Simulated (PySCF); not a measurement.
SMILES C[O][Al]([CH3])[SeH] (C₂H₇AlOSe) (B3LYP/def2-SVP optimised geometry):

```
12

Al    -0.532     0.110     0.000
C     -1.460    -1.603    -0.001
H     -1.158    -2.198    -0.880
H     -2.557    -1.507    -0.015
H     -1.181    -2.188     0.893
O      1.165     0.110     0.000
C      2.294     0.929    -0.012
H      2.043     2.007    -0.058
H      2.904     0.767     0.896
H      2.933     0.698    -0.884
Se    -1.592     2.198     0.000
H     -2.933     1.581    -0.010
```

Level of theory: B3LYP/def2-TZVP (PySCF 2.14.0).

Q: What are the frontier orbital energies and the dipole moment?

A: HOMO-2 -7.98 eV, HOMO-1 -7.55 eV, HOMO -6.86 eV, LUMO -0.46 eV, LUMO+1 -0.39 eV; dipole moment 0.81 D.

On the same geometry PySCF with PBE/def2-TZVP gives HOMO-2 -6.71 eV, HOMO-1 -6.45 eV, HOMO -5.96 eV, LUMO -0.99 eV, LUMO+1 -0.96 eV; dipole moment 0.84 D.

Meta-Löwdin charges at B3LYP/def2-TZVP: Al1 0.89, C2 -0.64, H3 0.13, H4 0.12, H5 0.13, O6 -0.63, C7 -0.09, H8 0.09, H9 0.10, H10 0.10, Se11 -0.30, H12 0.07.
